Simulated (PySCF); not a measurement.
Magnetic susceptibility: SMILES C=CCB(CC#N)N=C, C6H9BN2

Cartesian coordinates in Å; atom numbers follow the order of the lines, from 1:
```xyz
18

C     2.836    0.501    0.330
C     1.998   -0.399   -0.152
C     1.027   -0.146   -1.259
B    -0.473   -0.131   -0.679
C    -1.160   -1.504   -0.180
C    -2.590   -1.422   -0.190
N    -3.731   -1.331   -0.213
N    -1.135    1.021   -0.554
C    -1.759    2.088   -0.456
H     3.512    0.280    1.138
H     2.883    1.501   -0.071
H     1.974   -1.395    0.273
H     1.124   -0.941   -2.002
H     1.269    0.799   -1.745
H    -0.857   -2.347   -0.805
H    -0.837   -1.717    0.843
H    -2.390    2.455   -1.261
H    -1.700    2.696    0.444
```

Theory: GIAO B3LYP/pcSseg-1 magnetisability, rotational g tensor and spin-rotation constants, non-relativistic, gas phase in PySCF 2.14.0. Geometry: GFN2-xTB.

How diamagnetic is it, and how anisotropic?

Isotropic -1198 × 10⁻³⁰ J/T², or -72.2 × 10⁻⁶ cm³/mol; principal values -1359, -1248, -988 × 10⁻³⁰ J/T², anisotropy 330 × 10⁻³⁰ J/T² (root of half the summed squared differences of the principal values). The susceptibility is in cgs units.

Split it along the inertial axes a, b, c into diamagnetic and paramagnetic parts about the centre of mass, with the quadrupole moment.


```csv
axis,χ (10⁻⁶ cm³/mol),diamagnetic (10⁻⁶ cm³/mol),paramagnetic (10⁻⁶ cm³/mol),summed x² of all electrons (Å²),quadrupole Θ (D Å)
a,-81.2,-573.4,492.2,298.9,-25.65
b,-59.8,-1396.0,1336.2,105.0,+19.53
c,-75.6,-1713.7,1638.1,30.1,+6.12
```
Anisotropies 2χaa − χbb − χcc = -27.1 and 2χbb − χaa − χcc = +37.3 × 10⁻⁶ cm³/mol. Θ is traceless in Buckingham's convention.

And the rotational g tensor?


```
axis  rotational constant (GHz)        g  nuclear part  electronic part
   a                     2.6587  -0.0064        0.6083          -0.6147
   b                     0.9167  -0.0229        0.5526          -0.5755
   c                     0.7374  -0.0102        0.5573          -0.5675
```
Asymmetric top; isotopes 11B, 12C, 1H, 14N; no vibrational averaging.
